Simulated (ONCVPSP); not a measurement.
# What one change does to a pseudopotential (germanium, ONCV)

Ge, optimised norm-conserving Vanderbilt (ONCV), made with ONCVPSP 4.0.1 (PBEsol, scalar-relativistic). Core [Ar], reference 3d10 4s2 4p2. Waves: 4s: rc 1.80 bohr, ncon 4, nbas 8, qcut 3.9 1/bohr, 3 projectors, debl 3.2 Ha; 4p: rc 2.15 bohr, ncon 5, nbas 8, qcut 4.2 1/bohr, 2 projectors, debl 0.7 Ha; 3d: rc 0.90 bohr, ncon 4, nbas 9, qcut 14.4 1/bohr, local. Local part: the d channel. Core correction: Teter function, fcfact 5.5, rcfact 1.1.

Change: p: debl 5.55.

Cutoffs: the cutoffs (Ha) at which the residual kinetic energy of the hardest occupied pseudo-wave falls to 1 and 0.1 mHa per electron; they do not see the model core or the augmentation charge, which bear on the density cutoff. Errors are all-electron minus pseudo energies relative to the spin-unpolarised reference configuration.

Problem. What does the change do?

Solution. The potential gets neither clearly harder nor softer (100 Ha and 321 Ha → 100 Ha and 321 Ha); the bound ghosts move from p, s to s; the lowest positive-energy flag moves from none to p at 5.3 eV; the number of tests with a reliable result goes from 4 to 0; the range in which the p phases agree narrows (upper end 3.0 → 0.2).

```tsv
quantity	base	changed
cutoff, loose	100 Ha	100 Ha
cutoff, tight	321 Ha	321 Ha
bound ghosts	s, p	s
GHOST(+) flags under 300 eV	none	p at 5.3 eV
tests with a reliable result	4 of 4	0 of 4
s: phases at 1.83 bohr within 0.05 rad from the reference energy up to (Ha; the scan ends near 5)	to the end of the scan	to the end of the scan
p: phases at 2.18 bohr within 0.05 rad from the reference energy up to (Ha; the scan ends near 5)	3.0	0.2
d: phases at 0.91 bohr within 0.05 rad from the reference energy up to (Ha; the scan ends near 5)	2.4	2.4
rms error of d²Exc/dni dnj with the model core, mHa	5.50	5.50
```

 A true bound ghost makes a file unfit for plane-wave use even where its test errors are small: the radial tests pick states by their node count and pass the ghost by.
